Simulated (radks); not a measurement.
Results of a calculation; reference values are marked as such.
The neon ion Ne3+, 7 electrons, occupied as [He] 2s2 2p3. Level of theory: non-relativistic Kohn-Sham, Slater X-alpha with alpha = 0.777, spin-unpolarised, spherical densities, point nucleus (a radial shooting solver on a logarithmic mesh with Libxc functionals).

Unscreened Slater integrals over Kohn-Sham orbitals (eV).

\begin{tabular}{lr}
integral & value \\ \hline
F0(2p,2p) & 33.470 \\
F2(2p,2p) & 15.495 \\
F0(2p,2s) & 32.037 \\
G1(2p,2s) & 19.214 \\
F0(2p,1s) & 46.876 \\
G1(2p,1s) & 6.3034 \\
F0(2s,2s) & 31.098 \\
F0(2s,1s) & 43.854 \\
G0(2s,1s) & 3.5728 \\
F0(1s,1s) & 162.14 \\
\end{tabular}

Derived for the open shells (J is the average intra-shell exchange parameter used in DFT+U). 2p: J = F2/5 = 3.099 eV.
